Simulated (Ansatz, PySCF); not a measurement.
Species: GaBr2, charge 0, multiplicity 2. It need not be the lowest isomer of its formula. 
Coordinates optimised at B3LYP-D3(BJ)/def2-TZVP (Ansatz, a program for electronic structure):
```xyz
3

Ga     0.6960     0.3351     0.2410
Br    -0.5928     1.3825    -1.4138
Br    -0.0237    -1.6794     1.2004
```
Charge 0, spin multiplicity 2.

Total electronic energies in hartree. Correlated levels leave the core frozen unless marked. Open shells are spin-unrestricted. Spin-orbit coupling is left out. Frozen are the shells of the preceding noble gas and the d and f shells that filled before the atom's block. Non-relativistic. FCI takes restricted orbitals. Basis-set limits of correlation are two-point, X^-3; Hartree-Fock from the larger set. The bracket is a focal-point correction in the basis named.

```csv
level,program,energy (Eh)
HF/aug-cc-pVDZ,Ansatz,-7068.10132
BP86-D3(BJ)/def2-TZVPD,PySCF + dftd3,-7074.07280
BP86-D4/def2-TZVPD,PySCF + dftd4,-7074.07107
TPSS/def2-TZVPD,PySCF,-7073.06167
r2SCAN-D3(BJ)/def2-TZVPD,Ansatz + dftd3,-7073.21781
PBE0-D3(BJ)/def2-TZVPD,Ansatz + dftd3,-7072.41144
PBE0-D4/def2-TZVPD,Ansatz + dftd4,-7072.41144
BHLYP-D3(BJ)/def2-TZVPD,Ansatz + dftd3,-7073.22194
BHLYP-D4/def2-TZVPD,Ansatz + dftd4,-7073.22163
PW6B95/def2-TZVPD,PySCF,-7076.47044
MN15-D3(BJ)/def2-TZVPD,PySCF + dftd3,-7074.21696
MP2/6-31G*,Ansatz,-7067.55364
MP2/aug-cc-pVTZ,Ansatz,-7068.69398
RI-MP2/aug-cc-pVTZ,Ansatz,-7068.69382
SCS-MP2/6-31G*,Ansatz,-7067.54353
CCSD/6-31G,Ansatz,-7067.23485
CCSD/cc-pVDZ,Ansatz,-7068.38490
CCSD/aug-cc-pVTZ,Ansatz,-7068.72515
CCSD(T)/STO-3G,Ansatz,-6990.45858
FCI/STO-3G,Ansatz,(withheld)
"RI-MP2/CBS(aug-cc-pVTZ,aug-cc-pVQZ)+[CCSD(T)-MP2]/aug-cc-pVDZ",Ansatz,-7068.7997
"RI-MP2/CBS(cc-pVTZ,cc-pVQZ)+[CCSD(T)-MP2]/cc-pVDZ",Ansatz,-7068.7949
"RI-MP2/CBS(aug-cc-pVTZ,aug-cc-pVQZ)+[CCSD(T)-MP2]/aug-cc-pVTZ",Ansatz,-7068.8140
```

**Question.** Complete the blanks.

**Answer.** 
- FCI/STO-3G, energy (Eh): -6990.44759
